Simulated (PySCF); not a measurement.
Working with the constants of TeC

RHF-CCSD(T) constants of TeC, ¹Σ⁺ (singlet), closed shell (Te def2-SVPD with ECP28, C def2-SVPD; scalar-relativistic core potentials (PySCF 2.14); masses 129.9062 and 12.0000 u):

| Item | Value |
| --- | --- |
| ωe | 822.9 cm⁻¹ |
| ωexe | 4.16 cm⁻¹ |
| Be | 0.41435 cm⁻¹ |
| αe | 0.00271 cm⁻¹ |
| D (centrifugal) | 4.2e-07 cm⁻¹ |
| De to Te + C | 4.44 eV |

Question: Give the vibrational terms G(v) and spacings up to v = 6.

Answer: G(v) = ωe(v+½) − ωexe(v+½)².

| v | G(v) (cm⁻¹) | G(v) − G(v−1) | Bv (cm⁻¹) |
| --- | --- | --- | --- |
| 0 | 410.4 |  | 0.4130 |
| 1 | 1225.0 | 814.6 | 0.4103 |
| 2 | 2031.2 | 806.3 | 0.4076 |
| 3 | 2829.2 | 797.9 | 0.4049 |
| 4 | 3618.8 | 789.6 | 0.4022 |
| 5 | 4400.1 | 781.3 | 0.3994 |
| 6 | 5173.1 | 773.0 | 0.3967 |

Question: How well does the Morse estimate ωe²/(4ωexe) reproduce De, and what is D0?

Answer: It gives 5.05 eV, 114 % of the computed De. D0 = De − G(0) = 4.44 − 0.05 = 4.39 eV.

Correlated steps freeze 5 core orbitals. Correlated levels converge slowly with the basis: in double zeta they bind strong bonds too weakly, by up to about 1 eV, and carry superposition errors of some tenths. These are scalar-relativistic numbers at best; spin–orbit coupling would shift them, the dissociation energy most. Where the molecule has an RHF reference, its open-shell atoms are computed with UHF. The CCSD T1 diagnostic is raised, a sign that a single reference may not be enough here.
